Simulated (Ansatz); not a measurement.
`BB(F)OC` + `BC` → `BCB(B)F` + CH₃OH at 400 K and 1 bar (formal exchange of groups at a B–O bond).

Isolated molecules relaxed with PBE0-D4/def2-TZVP in Ansatz; ΔE leaves out vibrations. CCSD(T)/CBS adds triple-zeta CCSD(T) − MP2 to the extrapolated MP2 energy (def2 sets, frozen cores). This one scheme is used for every species. One conformer a species, not always the lowest.

```
  species  CCSD(T)/CBS energy (Eh)  H − E (kJ/mol)  S (J/(mol·K))
`BB(F)OC`               -265.67389           213.5          367.5
     `BC`                -65.83255           164.9          265.6
`BCB(B)F`               -215.84147           228.2          381.5
    CH₃OH               -115.61712           151.2          252.6
```

H − E and S are ideal-gas, rigid-rotor, harmonic terms from PBE0-D4/def2-TZVP, for one conformer and one mirror image of each species. 1 Eh = 2625.50 kJ/mol, R = 8.31446 J/(mol·K).

Problem. By hand: ΔE, ΔH, ΔS and ΔG.

Solution. ΔE = (-215.84147) + (-115.61712) − (-265.67389) − (-65.83255) = 0.04785 Eh = 125.6 kJ/mol. Δ(H − E) = 228.2 + 151.2 − 213.5 − 164.9 = 1.0, so ΔH = 126.6 kJ/mol. ΔS = 381.5 + 252.6 − 367.5 − 265.6 = 1.0 J/(mol·K). ΔG = 126.6 − 400 × (1.0)/1000 = 126.2 kJ/mol.

Problem. By hand: the equilibrium constant, and the temperature at which ΔG would vanish if ΔH and ΔS stayed fixed.

Solution. log₁₀ K = −ΔG/(RT ln 10) = -16.5. ΔG = 0 at ΔH/ΔS = 126600 K, far beyond where these terms or the molecules hold.

The number of gas molecules stays the same, so ΔS is small and ΔH decides. A doubt of 5 kJ/mol in ΔE shifts log₁₀ K by 0.7 here. Other conformers and mirror images would add mixing entropy, several J/(mol·K) or more a flexible species. Modes under 60 cm⁻¹, often nearly free rotors, make the harmonic entropy too high. These are equilibria of isolated gas molecules and say nothing of rates. Largest T1 diagnostic: 0.013 (customary marks: 0.02 for closed shells, 0.045 for open ones).
